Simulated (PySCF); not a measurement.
**Fractional electron number in Re (rhenium, neutral)**

The 6s beta orbital of [Xe] 4f14 5d5 6s2 is emptied in steps (occupation f), with all orbitals relaxed, ending at [Xe] 4f14 5d5 6s1. Calculation: PySCF 2.14, in def2-TZVPPD with the def2 core potential (60 electrons); scalar relativity through the core potential. The exact energy is a straight line in f; departures are measured from the line between the end points of the same method.

| f | BLYP (eV) |
| --- | --- |
| 1 | 0.000 |
| 0.9 | -0.276 |
| 0.7 | -0.648 |
| 0.5 | -0.775 |
| 0.3 | -0.653 |
| 0.1 | -0.278 |
| 0 | 0.000 |

Problem. For BLYP, how does the orbital energy at f = 1 compare with the removal energy?

Solution. −ε = 4.865 eV against a total-energy difference of 7.921 eV. By Janak's theorem ε = ∂E/∂f, so the gap between them reflects the curvature. Along the path −ε is 5.459 (f = 0.9), 6.668 (f = 0.7), 7.903 (f = 0.5), 9.164 (f = 0.3), 10.422 (f = 0.1) eV.

Reference removal energy between the ground levels: 7.834 eV (measured; NIST Atomic Spectra Database, ionization energies).
